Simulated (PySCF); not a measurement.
**Finite-field polarisability of Mg (magnesium, neutral)**

[Ne] 3s2, closed-shell 1S. All numbers are calculated (PySCF 2.14, no relativity, point nucleus, in aug-cc-pVDZ). Frozen: [Ne]. Energy changes in a uniform field (μhartree):

```csv
axis,F (au),HF,MP2,CCSD,CCSD(T)
x,0.0016,-103.863,-97.743,-95.405,-95.405
x,0.0032,-415.741,-391.231,-381.832,-381.832
```

Problem. Derive α along x at CCSD(T) from the two fields.

Solution. With ΔE = −αF²/2 − γF⁴/24, α = −(16 ΔE(F) − ΔE(2F))/(6F²) = 74.52 bohr³.

Problem. And the mean polarisability at each level?

Solution. HF 81.12, MP2 76.34, CCSD 74.52, CCSD(T) 74.52 bohr³. Reference: 71.2 ± 0.4 bohr³ (recommended; Schwerdtfeger and Nagle, table of static dipole polarizabilities (2023 update)).

A double-zeta set is small for polarisabilities.
